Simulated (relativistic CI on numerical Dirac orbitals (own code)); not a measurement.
V²⁺ in a cubic cluster: 1s photoemission with charge transfer

Computed with a charge-transfer multiplet model of a cubic metal-ligand cluster with up to 2 ligand holes, Slater and spin-orbit integrals from Dirac-Coulomb-Breit ions, Slater integrals scaled by 0.7. The ground state mixes d3 with configurations of k ligand holes L, whose averages lie at kΔ + k(k − 1)U_dd/2; a core hole lowers each added d electron by U_cd. 300 K, Lorentzian 1.1 eV and Gaussian 0.6 eV FWHM.

Atomic integrals in eV (Slater integrals scaled, ζ unscaled), ground: F2dd 6.242, F4dd 3.880, zeta_d 0.019; with the core hole: F2dd 7.561, F4dd 4.734, zeta_d 0.034, G2cd 0.033.

Cluster parameters (eV): U_dd = 4.9, U_cd = 5.5, 10Dq = 1.15, 10Dq(ligand) = 1.6, V(eg) = 2.15, V(t2g) = -1.06, final-state hopping factor = 0.9.

```tsv
Case	n_d	d3	d4L	d5L2	S
Δ = 1.7 eV	3.73	0.38	0.52	0.11	1.50
Δ = 2.7 eV	3.63	0.45	0.47	0.08	1.50
Δ = 3.7 eV	3.53	0.53	0.42	0.06	1.50
```

Weights, n_d and S are thermal averages at 300 K. Binding energies count from the first peak over 30 % of the highest in each spectrum, which can be another peak from case to case. The parameters are a model scan and need not match a compound or its usual spin state. Peaks in eV (height, largest 100):
- Δ = 1.7 eV: 0.0 (100), 3.3 (12), 9.4 (12)
- Δ = 2.7 eV: 0.0 (100), 3.5 (10), 8.6 (13)
- Δ = 3.7 eV: 0.0 (100), 3.7 (9), 8.4 (14)

Curve for Δ = 1.7 eV (points under 2 left out, the grid thinned):

```csv
E (eV),Intensity
-3.3,3.2
-3.0,3.9
-2.6,5.1
-2.3,6.4
-1.9,9.2
-1.6,12.6
-1.2,21.0
-0.9,33.1
-0.6,54.0
-0.2,90.4
0.1,99.8
0.5,71.8
0.8,45.4
1.2,24.4
1.5,16.6
1.8,12.3
2.2,9.5
2.5,9.0
2.9,10.3
3.2,11.7
3.6,10.8
3.9,8.2
4.3,5.4
4.6,4.3
4.9,3.7
5.3,3.2
5.6,3.2
6.0,3.5
6.3,3.7
6.7,3.5
7.0,3.6
7.3,4.0
7.7,5.3
8.0,6.7
8.4,8.4
8.7,9.4
9.1,11.1
9.4,11.7
9.7,10.3
10.1,7.0
10.4,5.1
10.8,3.7
11.1,3.0
11.5,2.4
11.8,2.1
```

For the case Δ = 3.7 eV, Δ = 3.7 eV is smaller than U_dd = 4.9 eV, the charge-transfer side of the Zaanen-Sawatzky-Allen scheme. With the core hole the configuration with one ligand hole lies at Δ − U_cd = -3.8, -2.8, -1.8 eV from the one without, in the order of the table; where this is negative the screened configuration lies lower, though the effective hopping of about 4.0 eV (from the holes of the mixed ground state) mixes the two strongly wherever it is as large as the gap.

With at most 2 ligand holes the space is cut while the next configuration still counts, so covalency is underestimated, and a final configuration with one more ligand hole, which can lie low, is missing from the spectra.
